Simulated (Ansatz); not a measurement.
CH$_{4}$NOSb, SMILES `C=[N][SbH][OH]`. The species carries charge 0 and has multiplicity 1. Sb: def2 effective core potential. All single points use the PBE0-D4/def2-TZVP geometry. It is one conformer, not always the lowest.

```xyz
8

C     0.630   -1.241    0.536
N    -0.489   -0.822    0.933
Sb   -1.136    1.042    0.376
O     0.204    1.413   -1.028
H     0.972   -2.232    0.858
H     1.305   -0.688   -0.132
H    -2.232    0.359   -0.748
H     0.747    2.170   -0.794
```

(1) What is the dipole moment at r2SCAN/def2-TZVPP? (An estimate is asked.)

(2) And with PBE, B3LYP, ωB97M-V? (Best estimate.)

(3) Give the Mulliken charges with r2SCAN, B3LYP, PBE in def2-TZVPP. (Estimate.)

Results:

(1) Computed: 1.77 D, with components (0.93, 1.43, 0.49) D in this frame, pointing from negative to positive charge.

(2) Ansatz gave: PBE 1.76 D, B3LYP 1.86 D, ωB97M-V 1.84 D.

(3) The calculation gave: 
```csv
atom,r2SCAN,B3LYP,PBE
C1,0.01,-0.09,-0.08
N2,-0.43,-0.40,-0.35
Sb3,0.75,0.78,0.68
O4,-0.55,-0.54,-0.49
H5,0.07,0.10,0.09
H6,0.06,0.09,0.07
H7,-0.11,-0.11,-0.10
H8,0.20,0.18,0.18
```

B3LYP here is the variant with VWN-RPA as its local correlation; programs differ in this.
